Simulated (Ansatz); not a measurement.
## Molecular dynamics of AlClH2OSi

Input file:

```yaml
crystal:
  periodic: [false, false, false]
  atoms:
    - { symbol: O, position_ang: [1.508505, -1.106278, -1.600704] }
    - { symbol: Si, position_ang: [1.11898, 0.045784, -0.660565] }
    - { symbol: Al, position_ang: [-0.976848, 0.090014, 0.655822] }
    - { symbol: Cl, position_ang: [-2.284264, -1.539242, 0.459904] }
    - { symbol: H, position_ang: [2.01933, 1.240656, -0.488819] }
    - { symbol: H, position_ang: [-1.385703, 1.269066, 1.634361] }
basis:
  gaussian: { orbitals: "6-31G*" }
hamiltonian:
  xc: pbe0
md:
  timestep: 0.5
  n_steps: 150
  ensemble: nvt_langevin
  temperature: 400.0
  initial_velocities: maxwell_boltzmann
  seed: 821254
  friction: 0.01
scf:
  lower_state_search: "off"
```

Command:

```bash
$ ansatz run input.yaml --threads 1 --pin off --max-ram 2048MiB --backend cpu --events-out ev --progress --plain --runs-dir out
```

It starts from a relaxed structure.

Output, in part (one step line in 6, the closing report, with atoms numbered from 0):

```
md step     0: t =     0.00 fs  T =   333.3 K  F+E_penalty+E_count = -29063.84420228 eV  E_kin = 0.258520 eV  (14 SCF iters)
md step     6: t =     3.00 fs  T =   332.7 K  F+E_penalty+E_count = -29063.80680121 eV  E_kin = 0.258016 eV  (15 SCF iters)
md step    12: t =     6.00 fs  T =   220.1 K  F+E_penalty+E_count = -29063.74759244 eV  E_kin = 0.170691 eV  (15 SCF iters)
md step    18: t =     9.00 fs  T =   258.6 K  F+E_penalty+E_count = -29063.73625315 eV  E_kin = 0.200559 eV  (15 SCF iters)
md step    24: t =    12.00 fs  T =   306.3 K  F+E_penalty+E_count = -29063.72108023 eV  E_kin = 0.237530 eV  (15 SCF iters)
md step    30: t =    15.00 fs  T =   307.5 K  F+E_penalty+E_count = -29063.75424189 eV  E_kin = 0.238521 eV  (14 SCF iters)
md step    36: t =    18.00 fs  T =   316.9 K  F+E_penalty+E_count = -29063.77122650 eV  E_kin = 0.245741 eV  (15 SCF iters)
md step    42: t =    21.00 fs  T =   176.3 K  F+E_penalty+E_count = -29063.71003315 eV  E_kin = 0.136738 eV  (15 SCF iters)
md step    48: t =    24.00 fs  T =   237.5 K  F+E_penalty+E_count = -29063.72397571 eV  E_kin = 0.184210 eV  (15 SCF iters)
md step    54: t =    27.00 fs  T =   151.7 K  F+E_penalty+E_count = -29063.66441780 eV  E_kin = 0.117659 eV  (15 SCF iters)
md step    60: t =    30.00 fs  T =   202.9 K  F+E_penalty+E_count = -29063.68954622 eV  E_kin = 0.157376 eV  (15 SCF iters)
md step    66: t =    33.00 fs  T =   284.6 K  F+E_penalty+E_count = -29063.72252723 eV  E_kin = 0.220745 eV  (15 SCF iters)
md step    72: t =    36.00 fs  T =   248.1 K  F+E_penalty+E_count = -29063.66262846 eV  E_kin = 0.192437 eV  (14 SCF iters)
md step    78: t =    39.00 fs  T =   317.4 K  F+E_penalty+E_count = -29063.71528685 eV  E_kin = 0.246167 eV  (15 SCF iters)
md step    84: t =    42.00 fs  T =   302.5 K  F+E_penalty+E_count = -29063.66883941 eV  E_kin = 0.234630 eV  (16 SCF iters)
md step    90: t =    45.00 fs  T =   333.8 K  F+E_penalty+E_count = -29063.64067274 eV  E_kin = 0.258888 eV  (16 SCF iters)
md step    96: t =    48.00 fs  T =   334.8 K  F+E_penalty+E_count = -29063.64954562 eV  E_kin = 0.259635 eV  (15 SCF iters)
md step   102: t =    51.00 fs  T =   321.3 K  F+E_penalty+E_count = -29063.62091291 eV  E_kin = 0.249181 eV  (15 SCF iters)
md step   108: t =    54.00 fs  T =   306.7 K  F+E_penalty+E_count = -29063.65086219 eV  E_kin = 0.237881 eV  (16 SCF iters)
md step   114: t =    57.00 fs  T =   332.7 K  F+E_penalty+E_count = -29063.70794907 eV  E_kin = 0.257995 eV  (15 SCF iters)
md step   120: t =    60.00 fs  T =   243.8 K  F+E_penalty+E_count = -29063.63945729 eV  E_kin = 0.189083 eV  (16 SCF iters)
md step   126: t =    63.00 fs  T =   253.4 K  F+E_penalty+E_count = -29063.62512116 eV  E_kin = 0.196499 eV  (15 SCF iters)
md step   132: t =    66.00 fs  T =   307.5 K  F+E_penalty+E_count = -29063.66194703 eV  E_kin = 0.238461 eV  (15 SCF iters)
md step   138: t =    69.00 fs  T =   230.4 K  F+E_penalty+E_count = -29063.60304907 eV  E_kin = 0.178680 eV  (14 SCF iters)
md step   144: t =    72.00 fs  T =   276.3 K  F+E_penalty+E_count = -29063.63733345 eV  E_kin = 0.214253 eV  (15 SCF iters)
md step   150: t =    75.00 fs  T =   301.0 K  F+E_penalty+E_count = -29063.68431791 eV  E_kin = 0.233477 eV  (15 SCF iters)
Total energy: -29063.68434987 eV, -1068.0706997851 hartree
Atom 0 at     1.346683    -1.014055    -1.494354 Å, force     0.332307    -0.478118    -0.543798 eV/Å
Atom 1 at     1.196927     0.193980    -0.572379 Å, force    -1.377989    -0.651770     0.228323 eV/Å
Atom 2 at    -0.970378     0.073783     0.653792 Å, force     0.328222     0.107298     0.515016 eV/Å
Atom 3 at    -1.965918    -1.792185     0.508958 Å, force     0.107095     0.430933    -0.032059 eV/Å
Atom 4 at     2.232736     1.191511    -0.431416 Å, force     0.742095     0.870833     0.183807 eV/Å
Atom 5 at    -1.400853     1.154514     1.779146 Å, force    -0.131730    -0.279176    -0.351289 eV/Å
Dipole moment:    -0.054561     0.800741     0.383015 e Å
```

The run went to its last step. The mean temperature of the second half is 25 % below the set value. A run of 0.075 ps of so small a system gives no equilibrium averages.

The same pairs are bonded in the first frame and the last. Pairs count as bonded within 1.25 times the sum of covalent radii (0.12 Å more for H–H).

Last frame:

```xyz
6
Properties=species:S:1:pos:R:3
O 1.347 -1.014 -1.494
Si 1.197 0.194 -0.572
Al -0.970 0.074 0.654
Cl -1.966 -1.792 0.509
H 2.233 1.192 -0.431
H -1.401 1.155 1.779
```

Time of the run: 5.8 min on 1 thread of Arm Neoverse V1, with other jobs on the host, peak memory 0.13 GiB.
